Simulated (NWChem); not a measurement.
System: C2H4O3Si; SMILES [SiH2]1OC(OC1)=O

The following NWChem deck was run.

```
start job
memory heap 200 mb stack 900 mb global 1100 mb
geometry units angstroms
  O      2.212165    -0.198186    -0.010728
  C      1.040437    -0.010033    -0.005488
  O      0.500331     1.202497    -0.008361
  C     -0.927160     1.264471    -0.001116
  Si    -1.442180    -0.586071     0.010407
  O      0.145373    -1.018238     0.004087
  H     -1.223746     1.835926     0.880799
  H     -1.233074     1.827535    -0.885230
  H     -2.042464    -1.035918    -1.234459
  H     -2.029257    -1.024038     1.265755
end
basis spherical
  * library def2-svp
end
dft
  xc pbe0
  iterations 150
end
driver
  maxiter 120
end
task dft optimize
task dft freq
```

Excerpt of the output:

```
             Northwest Computational Chemistry Package (NWChem) 7.3.0
             --------------------------------------------------------

 CS  symmetry detected

                             Geometry "geometry" -> ""
                             -------------------------

 Output coordinates in angstroms (scale by  1.889725989 to convert to a.u.)

  No.       Tag          Charge          X              Y              Z
 ---- ---------------- ---------- -------------- -------------- --------------
    1 O                    8.0000    -0.42808745    -2.24047451     0.00000000
    2 C                    6.0000    -0.12944311    -1.09191581     0.00000000
    3 O                    8.0000     1.12893340    -0.66949386     0.00000000
    4 C                    6.0000     1.32627162     0.74566742     0.00000000
    5 Si                  14.0000    -0.46697492     1.43425359     0.00000000
    6 O                    8.0000    -1.04804395    -0.10506170     0.00000000
    7 H                    1.0000     1.91959500     0.99164197     0.88303678
    8 H                    1.0000     1.91959500     0.99164197    -0.88303678
    9 H                    1.0000    -0.85246412     2.06744828    -1.25013855
   10 H                    1.0000    -0.85246412     2.06744828     1.25013855

 Effective nuclear repulsion energy (a.u.)     308.9042124766

      Symmetry information
      --------------------

 Group name             Cs
 Group number              2
 Group order               2
 No. of unique centers     8

                                Z-matrix (autoz)
                                --------

 Units are Angstrom for bonds and degrees for angles

      Type          Name      I     J     K     L     M      Value
      ----------- --------  ----- ----- ----- ----- ----- ----------
    1 Stretch                  1     2                       1.18675
    2 Stretch                  2     3                       1.32739
    3 Stretch                  2     6                       1.34822
    4 Stretch                  3     4                       1.42885
    5 Stretch                  4     5                       1.92091
    6 Stretch                  4     7                       1.09192
    7 Stretch                  4     8                       1.09192
    8 Stretch                  5     6                       1.64534
    9 Stretch                  5     9                       1.45340
   10 Stretch                  5    10                       1.45340
   11 Bend                     1     2     3               123.13139
   12 Bend                     1     2     6               122.47635
   13 Bend                     2     3     4               116.49475
   14 Bend                     2     6     5               116.37066
   15 Bend                     3     2     6               114.39226
   16 Bend                     3     4     5               103.06776
   17 Bend                     3     4     7               107.34679
   18 Bend                     3     4     8               107.34679
   19 Bend                     4     5     6                89.67457
   20 Bend                     4     5     9               113.81450
   21 Bend                     4     5    10               113.81450
   22 Bend                     5     4     7               115.24644
   23 Bend                     5     4     8               115.24644
   24 Bend                     6     5     9               108.29566
   25 Bend                     6     5    10               108.29566
   26 Bend                     7     4     8               107.93836
   27 Bend                     9     5    10               118.66576
   28 Torsion                  1     2     3     4         180.00000
   29 Torsion                  1     2     6     5         180.00000
   30 Torsion                  2     3     4     5           0.00000
   31 Torsion                  2     3     4     7         122.08781
   32 Torsion                  2     3     4     8        -122.08781
   33 Torsion                  2     6     5     4           0.00000
   34 Torsion                  2     6     5     9         115.04967
   35 Torsion                  2     6     5    10        -115.04967
   36 Torsion                  3     2     6     5          -0.00000
   37 Torsion                  3     4     5     6           0.00000
   38 Torsion                  3     4     5     9        -109.91555
   39 Torsion                  3     4     5    10         109.91555
   40 Torsion                  4     3     2     6           0.00000
   41 Torsion                  6     5     4     7        -116.60642
   42 Torsion                  6     5     4     8         116.60642
   43 Torsion                  7     4     5     9         133.47803
   44 Torsion                  7     4     5    10          -6.69088
   45 Torsion                  8     4     5     9           6.69088
   46 Torsion                  8     4     5    10        -133.47803

                           NWChem Geometry Optimization
                           ----------------------------

 maximum gradient threshold         (gmax) =   0.000450
 rms gradient threshold             (grms) =   0.000300
 maximum cartesian step threshold   (xmax) =   0.001800
 rms cartesian step threshold       (xrms) =   0.001200
 fixed trust radius                (trust) =   0.300000
 source of zmatrix                         =   autoz

          -------------------
          Energy Minimization
          -------------------

 Using diagonal initial Hessian
 Scaling for Hessian diagonals: bonds = 1.00  angles = 0.25  torsions = 0.10

          --------
          Step   0

                                 NWChem DFT Module
                                 -----------------

[...]

      ----------------------
      Optimization converged
      ----------------------

  Step       Energy      Delta E   Gmax     Grms     Xrms     Xmax
  ---- ---------------- -------- -------- -------- -------- --------
@    6    -593.05452978 -2.4D-07  0.00005  0.00002  0.00028  0.00059
                                     ok       ok       ok       ok

                                Z-matrix (autoz)
                                --------

 Units are Angstrom for bonds and degrees for angles

[...]

 Rotational Constants
 --------------------
 A=   0.206583 cm-1  (  0.297220 K)
 B=   0.090611 cm-1  (  0.130367 K)
 C=   0.065236 cm-1  (  0.093858 K)

 Temperature                      =   298.15K
 frequency scaling parameter      =   1.0000

 Zero-Point correction to Energy  =   40.199 kcal/mol  (  0.064060 au)
 Thermal correction to Energy     =   43.771 kcal/mol  (  0.069754 au)
 Thermal correction to Enthalpy   =   44.363 kcal/mol  (  0.070697 au)

 Total Entropy                    =   76.764 cal/mol-K
   - Translational                =   39.817 cal/mol-K (mol. weight = 103.9930)
   - Rotational                   =   26.670 cal/mol-K (symmetry #  =        1)
   - Vibrational                  =   10.277 cal/mol-K

 Cv (constant volume heat capacity) =   20.336 cal/mol-K
   - Translational                  =    2.979 cal/mol-K
   - Rotational                     =    2.979 cal/mol-K
   - Vibrational                    =   14.377 cal/mol-K

[normal modes left out]

 ----------------------------------------------------------------------------
 Normal Eigenvalue ||           Projected Infra Red Intensities
  Mode   [cm**-1]  || [atomic units] [(debye/angs)**2] [(KM/mol)] [arbitrary]
 ------ ---------- || -------------- ----------------- ---------- -----------
    1       -0.000 ||    0.000180           0.004         0.175       0.026
    2       -0.000 ||    0.000062           0.001         0.061       0.009
    3       -0.000 ||    0.003237           0.075         3.155       0.475
    4       -0.000 ||    0.002125           0.049         2.071       0.312
    5        0.000 ||    0.001732           0.040         1.688       0.254
    6        0.000 ||    0.005474           0.126         5.336       0.804
    7       98.272 ||    0.001159           0.027         1.130       0.170
    8      151.161 ||    0.000618           0.014         0.603       0.091
    9      475.587 ||    0.006105           0.141         5.951       0.897
   10      500.059 ||    0.009414           0.217         9.178       1.383
   11      518.456 ||    0.019422           0.448        18.933       2.853
   12      655.365 ||    0.007117           0.164         6.938       1.045
   13      667.409 ||    0.025115           0.579        24.483       3.689
   14      718.409 ||    0.014535           0.335        14.170       2.135
   15      785.047 ||    0.013217           0.305        12.885       1.942
   16      796.213 ||    0.009887           0.228         9.638       1.452
   17      843.385 ||    0.051213           1.182        49.925       7.523
   18      856.710 ||    0.059838           1.381        58.333       8.790
   19      981.444 ||    0.177866           4.104       173.392      26.128
   20      985.645 ||    0.042153           0.972        41.093       6.192
   21     1144.280 ||    0.183153           4.225       178.547      26.904
   22     1180.671 ||    0.343608           7.927       334.966      50.475
   23     1221.112 ||    0.002778           0.064         2.708       0.408
   24     1322.766 ||    0.110288           2.544       107.514      16.201
   25     1467.199 ||    0.025396           0.586        24.758       3.731
   26     1973.352 ||    0.726471          16.760       708.200     106.715
   27     2278.359 ||    0.073643           1.699        71.791      10.818
   28     2286.253 ||    0.110181           2.542       107.410      16.185
   29     3083.350 ||    0.013046           0.301        12.718       1.916
   30     3142.190 ||    0.003235           0.075         3.154       0.475
 ----------------------------------------------------------------------------
```

Level: PBE0/def2-SVP.
